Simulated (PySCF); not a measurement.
2-ethylidene-1,3-dioxole (C₅H₆O₂), SMILES O1C=COC1=CC. Atoms are numbered in the order given.

```xyz
13

C     -0.3318    -2.6278     0.0000
C      0.6395    -1.4854     0.0000
C      0.2775    -0.1979     0.0000
O     -1.0154     0.2761     0.0000
C     -0.9306     1.6525     0.0000
C      0.3563     2.0092     0.0000
O      1.1393     0.8756     0.0000
H     -0.2009    -3.2745     0.8858
H     -0.2009    -3.2745    -0.8858
H     -1.3712    -2.2687     0.0000
H      1.7135    -1.6811     0.0000
H     -1.8596     2.2130     0.0000
H      0.8624     2.9690     0.0000
```
Charge 0, spin multiplicity 1.

Geometry: B3LYP-D3(BJ)/def2-SVP.

All values below come from PBE/pcSseg-1 (PySCF).

GIAO shieldings, no solvent; atoms listed in one row are averaged. δ = σ(ref) − σ: ¹³C against TMS (σ = 182.0 ppm); ¹⁷O against H2O (σ = 334.3 ppm); ¹H against TMS (σ = 31.49 ppm), references at their B3LYP-D3(BJ)/def2-TZVP geometries, non-relativistic.

```csv
nucleus,atoms,count,δ (ppm)
¹³C,C3,1,167.8
¹³C,"C5, C6",2,135.7
¹³C,C2,1,69.0
¹³C,C1,1,14.4
¹⁷O,O7,1,204.4
¹⁷O,O4,1,200.9
¹H,H12,1,6.85
¹H,H13,1,6.76
¹H,H11,1,4.12
¹H,"H8, H9, H10",3,2.09
```
